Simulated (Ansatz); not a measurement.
Compare A (`BNCOC`) with its isomer B (`CBOCN`).

Gas-phase electronic energies from Ansatz, PBE0-D4/def2-TZVP geometries. CCSD(T)/CBS adds triple-zeta CCSD(T) − MP2 to the extrapolated MP2 energy (def2 sets, frozen cores). Functionals use def2-TZVPP. B3LYP here is the variant with VWN-RPA as its local correlation; programs differ in this. One conformer a species, not always the lowest.

Question: Which is lower in electronic energy at CCSD(T)/CBS, and by how much? (Estimate.)

Answer: The calculation gave: B, by 85.6 kJ/mol.

Question: Give E(B) − E(A) in kJ/mol with CCSD/def2-TZVPP, MP2/def2-TZVPP, B3LYP-D4, B3LYP, ωB97M-V, PBE0-D4, r2SCAN-D4. (Estimate.)

Answer: Computed: CCSD/def2-TZVPP -83.3, MP2/def2-TZVPP -85.5, B3LYP-D4 -80.9, B3LYP -81.6, ωB97M-V -85.2, PBE0-D4 -83.5, r2SCAN-D4 -86.0. None reverses the order clearly.

Largest T1 diagnostic: 0.012.
